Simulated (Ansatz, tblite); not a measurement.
Removing and adding an electron: Se(SiH3)2 (Si2H6Se). Charge 0, multiplicity 1. Geometry: PBE0-D4/def2-SVP. Ansatz, gas phase; energy differences of separate SCF runs; the oxidised species was run as a doublet alone; the reduced species was run as a doublet alone.

```
atom    x (Å)    y (Å)    z (Å)
 Se1   1.3392   0.5935  -0.5935
 Si2  -0.7287   1.5057  -0.2471
  H3  -1.7769   0.7500  -0.9960
  H4  -0.6521   2.9067  -0.7495
  H5  -1.0803   1.5015   1.2043
 Si6   0.7996  -1.4758   0.2156
  H7   2.0438  -2.2924   0.1372
  H8  -0.2793  -2.1056  -0.6030
  H9   0.3348  -1.3836   1.6319
```

The xTB rows come from tblite.

(1) Estimate orbital energies and vertical ionisation energies and electron affinities at: GFN1-xTB; GFN2-xTB; PBE-D4/def2-TZVP; PBE-D4/def2-TZVPD; r2SCAN-D4/def2-TZVP; r2SCAN-D4/def2-TZVPD; PBE0-D4/def2-TZVP; PBE0-D4/def2-TZVPD.

Results:

(1) 
```tsv
level	−HOMO (eV)	vertical IE (eV)	−LUMO (eV)	vertical EA (eV)	HOMO–LUMO gap (eV)	IE − EA (eV)	remarks
GFN1-xTB	11.29	14.37	5.77	–	5.52	–	–
GFN2-xTB	10.31	13.12	5.99	3.51	4.32	9.62	–
PBE-D4/def2-TZVP	6.00	8.99	1.21	–	4.80	–	–
PBE-D4/def2-TZVPD	6.03	–	1.35	-0.41	4.68	–	HOMO above zero (-1 doublet)
r2SCAN-D4/def2-TZVP	6.28	9.09	0.84	–	5.44	–	–
r2SCAN-D4/def2-TZVPD	6.28	–	0.94	-0.61	5.35	–	HOMO above zero (-1 doublet)
PBE0-D4/def2-TZVP	7.11	9.11	0.36	–	6.75	–	–
PBE0-D4/def2-TZVPD	7.13	–	0.56	-0.60	6.57	–	HOMO above zero (-1 doublet)
```

   A HOMO above zero means that the electron is unbound at that level or that self-interaction error raises the level; the energy of removing that electron tells which. Raw xTB energy differences between charge states are shifted by several eV; the methods need an empirical correction for them. A negative affinity means that the extra electron isn't bound; its size then hangs on the basis.
